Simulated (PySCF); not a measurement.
Isomers of C4H9O4P, mass 152.024 u with the commonest isotopes. Method: PBE0/pcSseg-1 in PySCF (dipole) on a GFN2-xTB geometry, gas phase. One conformer each, none proved a minimum here; rigid rotors.

**Question.** Order these by out-of-plane moment Σ m c² = (Ia + Ib − Ic)/2, largest first.
A. `[CH3:1][O:2][P:3]1(=[O:4])[O:5][CH2:6][CH2:7][CH2:8][O:9]1` with C1–O2–P3–O4 -20°, O2–P3–O5–C6 -62°, P3–O5–C6–C7 -55°, O5–C6–C7–C8 59°, C6–C7–C8–O9 -60°
B. `[CH3:1][O:2][P@@:3]1(=[O:4])[O:5][CH2:6][C@@H:7]([CH3:8])[O:9]1` with C1–O2–P3–O4 -12°, O2–P3–O5–C6 85°, P3–O5–C6–C7 9°, O5–C6–C7–C8 -112°, C6–C7–O9–P3 -23°
C. `[CH3:1][CH2:2][O:3][P:4]1(=[O:5])[O:6][CH2:7][CH2:8][O:9]1` with C1–C2–O3–P4 73°, C2–O3–P4–O5 28°, O3–P4–O6–C7 -87°, P4–O6–C7–C8 -2°, O6–C7–C8–O9 -17°, C7–C8–O9–P4 30°

**Answer.** A (97.51 u·Å²), C (80.75 u·Å²), B (74.56 u·Å²).

**Question.** Order these by radius of gyration √(Σ m r²/M), largest first.
A. `[CH3:1][O:2][P:3]1(=[O:4])[O:5][CH2:6][CH2:7][CH2:8][O:9]1` with C1–O2–P3–O4 -20°, O2–P3–O5–C6 -62°, P3–O5–C6–C7 -55°, O5–C6–C7–C8 59°, C6–C7–C8–O9 -60°
B. `[CH3:1][CH2:2][O:3][P:4]1(=[O:5])[O:6][CH2:7][CH2:8][O:9]1` with C1–C2–O3–P4 73°, C2–O3–P4–O5 28°, O3–P4–O6–C7 -87°, P4–O6–C7–C8 -2°, O6–C7–C8–O9 -17°, C7–C8–O9–P4 30°
C. `[CH3:1][O:2][P@@:3]1(=[O:4])[O:5][CH2:6][C@@H:7]([CH3:8])[O:9]1` with C1–O2–P3–O4 -12°, O2–P3–O5–C6 85°, P3–O5–C6–C7 9°, O5–C6–C7–C8 -112°, C6–C7–O9–P3 -23°

**Answer.** B (1.921 Å), C (1.896 Å), A (1.874 Å).

**Question.** Order these by rotational constant A, largest first.
A. `[CH3:1][O:2][P@@:3]1(=[O:4])[O:5][CH2:6][C@@H:7]([CH3:8])[O:9]1` with C1–O2–P3–O4 -12°, O2–P3–O5–C6 85°, P3–O5–C6–C7 9°, O5–C6–C7–C8 -112°, C6–C7–O9–P3 -23°
B. `[CH3:1][O:2][P:3]1(=[O:4])[O:5][CH2:6][CH2:7][CH2:8][O:9]1` with C1–O2–P3–O4 -20°, O2–P3–O5–C6 -62°, P3–O5–C6–C7 -55°, O5–C6–C7–C8 59°, C6–C7–C8–O9 -60°
C. `[CH3:1][CH2:2][O:3][P:4]1(=[O:5])[O:6][CH2:7][CH2:8][O:9]1` with C1–C2–O3–P4 73°, C2–O3–P4–O5 28°, O3–P4–O6–C7 -87°, P4–O6–C7–C8 -2°, O6–C7–C8–O9 -17°, C7–C8–O9–P4 30° (2-ethoxy-2-oxo-1,3,2-dioxaphospholane)

**Answer.** C (2548 MHz), B (2422 MHz), A (2340 MHz).

```json
{"SMILES": "CO[P@@]1(=O)OC[C@@H](C)O1", "point group": "C1", "Ia (u·Å²)": "216.01", "Ib (u·Å²)": "405.01", "Ic (u·Å²)": "471.90", "κ": "-0.72", "μa (D)": "2.97", "μb (D)": "2.70", "μc (D)": "1.63"}
{"SMILES": "COP1(=O)OCCCO1", "point group": "C1", "Ia (u·Å²)": "208.64", "Ib (u·Å²)": "422.82", "Ic (u·Å²)": "436.44", "κ": "-0.94", "μa (D)": "2.93", "μb (D)": "3.50", "μc (D)": "2.38"}
{"SMILES": "CCOP1(=O)OCCO1", "point group": "C1", "Ia (u·Å²)": "198.37", "Ib (u·Å²)": "443.31", "Ic (u·Å²)": "480.17", "κ": "-0.88", "μa (D)": "1.27", "μb (D)": "3.72", "μc (D)": "1.83"}
```
